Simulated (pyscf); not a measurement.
`[OH][Sb]([OH])[Cl]`, singlet

Gas-phase minimum from PySCF at ωB97X-D3(BJ)/def2-SVP, one conformer. 

```
Sb
O 1 1.9630
H 2 0.9672 1 114.00
O 1 1.9635 2 100.25 3 60.88
H 4 0.9672 1 113.68 2 -67.47
Cl 1 2.3774 2 94.71 3 -34.04
```
Charge 0, spin multiplicity 1.

Properties at ωB97X-D3(BJ)/def2-SVP:

- Harmonic wavenumbers, unscaled = 39, 161, 224, 237, 338, 376, 647, 657, 816, 870, 3869, 3871 cm⁻¹
- Zero-point energy = 17.3 kcal/mol
- Rotational symmetry number = 1
- Entropy of this conformer at 298 K and 1 atm, rigid rotor and harmonic oscillator, modes under 100 cm⁻¹ raised to 100 = 342.8 J/(mol K)
- Dipole moment = 0.23 D

Single-point totals, which compare only within one level (frozen core for MP2 and CC):

```csv
level,total energy (hartree)
ωB97X-D3(BJ)/def2-TZVP,-852.38305
PBE/def2-TZVP,-851.93283
r²SCAN/def2-TZVP,-852.26952
B3LYP-D3(BJ)/def2-TZVP,-852.38259
PBE0-D3(BJ)/def2-TZVP,-851.97407
M06-2X/def2-TZVP,-852.12488
ωB97M-D3(BJ)/def2-TZVP,-852.40794
HF/def2-TZVPP,-849.81408
MP2/def2-TZVPP,-850.83445
CCSD/def2-TZVPP,-850.83870
CCSD(T)/def2-TZVPP,-850.87707
```

The lowest mode is so soft that the shape along it may change with the basis. Soft torsions are taken as harmonic, which can shift the entropy by several J/(mol K). The CCSD(T) − MP2 part came from Ansatz, without density fitting, on the same reference. The frozen core leaves the outer d or s,p core shells of the metals and heavy elements correlated in the MP2 and CC values, and def2-TZVPP describes them poorly, so these totals are far from the basis limit. Elements past Kr carry the def2 core potentials, without spin-orbit coupling.
